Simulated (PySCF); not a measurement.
The same groups moved round the core (silole fluoro). Isolated molecules, 0 K electronic values unless said otherwise. Strings in code marks are SMILES.

The S1–T1 gap (TDA) from two functionals at the same geometries (PBE0-D3(BJ)/def2-TZVP), both in PySCF: PBE-D3(BJ)/def2-TZVP and ωB97X-D3(BJ)/def2-TZVP. Excitations are Tamm–Dancoff values on a coarser integration grid. The basis has no diffuse functions, so Rydberg states are missing or too high.

```tsv
species	PBE-D3(BJ)/def2-TZVP (eV)
`FC1=CC=C[SiH2]1`	1.70
`FC1=C[SiH2]C=C1`	1.65
`C1=C[SiH](F)C=C1`	1.61
```

Problem. What does ωB97X-D3(BJ)/def2-TZVP give for each?

Solution. 
- `FC1=CC=C[SiH2]1`: 1.91
- `FC1=C[SiH2]C=C1`: 1.95
- `C1=C[SiH](F)C=C1`: 1.85
Over these rows, drawn at random from the members with no instability flagged (it was tested for open shells, ions and some series alone), PBE minus ωB97X-D3(BJ): mean -0.25 eV, from -0.30 eV to -0.21 eV.
